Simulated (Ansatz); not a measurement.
Calculated with Ansatz (gas phase, PBE0-D4/def2-TZVP geometries, no zero-point term in ΔE). CCSD(T)/CBS adds triple-zeta CCSD(T) − MP2 to the extrapolated MP2 energy (def2 sets, frozen cores). This one scheme is used for every species. DFT in def2-TZVPP. B3LYP here is the variant with VWN-RPA as its local correlation; programs differ in this. One conformer a species, not always the lowest.

`O[SiH2][SiH2]P` + `N[SiH3]` → `[SiH3]NP` + `O[SiH2][SiH3]`  (cleavage of the P–Si bond)

```
             level  ΔE (kJ/mol)  difference from CCSD(T)/CBS
            PBE-D4         50.5                          7.9
         r2SCAN-D4         47.4                          4.8
           PBE0-D4         48.9                          6.3
          B3LYP-D4         38.8                         -3.8
           ωB97X-V         38.3                         -4.3
           ωB97M-V         38.1                         -4.5
            B2PLYP         38.2                         -4.4
               PBE         49.6                          7.0
            r2SCAN         47.0                          4.4
              PBE0         47.9                          5.3
             B3LYP         37.5                         -5.1
     HF/def2-TZVPP         25.5                        -17.1
    MP2/def2-TZVPP         41.8                         -0.8
SCS-MP2/def2-TZVPP         35.4                         -7.2
   CCSD/def2-TZVPP         38.8                         -3.8
CCSD(T)/def2-TZVPP         41.1                         -1.5
     HF/def2-QZVPP         23.9                        -18.7
    MP2/def2-QZVPP         42.1                         -0.5
SCS-MP2/def2-QZVPP         36.0                         -6.6
      HF/CBS(def2)         23.7                        -18.9
     MP2/CBS(def2)         43.3                          0.7
    CCSD/CBS(def2)         40.3                         -2.3
       CCSD(T)/CBS         42.6                            0
```

Largest T1 diagnostic among the species: 0.013.

In def2-TZVPP, CCSD(T) changes the Hartree–Fock value by +15.6 kJ/mol (the triples alone add +2.3 kJ/mol) and MP2 by +16.3 kJ/mol.
